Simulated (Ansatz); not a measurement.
`[NH2][Sn][SH]` + `[SiH3][N]([SiH3])[GeH]` → `[NH2][Sn][N]([SiH3])[SiH3]` + `[SH][GeH]`  (redistribution)

Computed with Ansatz on PBE0-D4/def2-TZVP structures; ΔE is electronic, products minus reactants. CCSD(T)/CBS is the MP2 limit (def2-TZVPP, def2-QZVPP) plus CCSD(T) − MP2 in def2-TZVPP, frozen cores. def2 core potentials past Kr. For Ge, Sn outer-core shells are correlated without core-valence functions, which leaves a few kJ/mol of doubt a bond. Scalar relativity is left out up to krypton. One conformer a species, not always the lowest.

`[NH2][Sn][SH]`:

```xyz
6

N    -1.114    0.715   -0.259
Sn    0.085    0.098    1.231
S     1.567   -1.090   -0.306
H    -0.988    0.507   -1.238
H    -1.931    1.283   -0.104
H     2.380   -1.512    0.676
```

`[SiH3][N]([SiH3])[GeH]`:

Z-matrix (Å, degrees):
```
Si
N 1 1.747
H 1 1.484 2 111.1
H 1 1.492 2 108.1 3 119.0
H 1 1.484 2 111.1 3 -122.0
Si 2 1.740 1 120.8 3 -119.3
Ge 2 1.853 1 118.8 3 60.8
H 6 1.487 2 110.9 1 59.9
H 6 1.486 2 107.9 1 179.9
H 6 1.487 2 110.9 1 -60.1
H 7 1.611 2 92.5 1 -0.0
```

`[NH2][Sn][N]([SiH3])[SiH3]`:

```xyz
13

N     0.511    0.513   -2.593
Sn    1.166   -1.003   -1.438
N     0.178   -0.384    0.287
Si   -0.932    0.937    0.332
Si    0.463   -1.284    1.732
H    -0.015    1.326   -2.311
H     0.759    0.569   -3.569
H    -0.320    2.190   -0.195
H    -1.352    1.187    1.740
H    -2.152    0.673   -0.481
H    -0.787   -1.874    2.290
H     1.082   -0.456    2.805
H     1.400   -2.396    1.401
```

`[SH][GeH]`:

```xyz
4

S    -0.663    0.502    1.001
Ge   -0.716   -0.891   -0.733
H     0.593    0.965    0.896
H     0.786   -0.577   -1.164
```

```json
{"species": "`[NH2][Sn][SH]`", "CCSD/def2-TZVPP energy (Eh)": "-667.89225"}
{"species": "`[SiH3][N]([SiH3])[GeH]`", "CCSD/def2-TZVPP energy (Eh)": "-2712.58643"}
{"species": "`[NH2][Sn][N]([SiH3])[SiH3]`", "CCSD/def2-TZVPP energy (Eh)": "-905.95718"}
{"species": "`[SH][GeH]`", "CCSD/def2-TZVPP energy (Eh)": "-2474.51378"}
```

Work out ΔE.

ΔE = (-905.95718) + (-2474.51378) − (-667.89225) − (-2712.58643) = 0.00772 Eh = +20.3 kJ/mol. CCSD(T)/CBS gives +18.5 kJ/mol.

Largest T1 diagnostic among the species: 0.016.

In def2-TZVPP, CCSD(T) changes the Hartree–Fock value by −9.3 kJ/mol (the triples alone add −1.7 kJ/mol) and MP2 by −7.4 kJ/mol. The D4 term adds −3.7 kJ/mol with B3LYP and −2.2 kJ/mol with PBE0; it sums over pairs of atoms, weighted by their polarisabilities, and B3LYP, whose exchange is more repulsive, gets the larger term.

B3LYP here is the variant with VWN-RPA as its local correlation; programs differ in this.
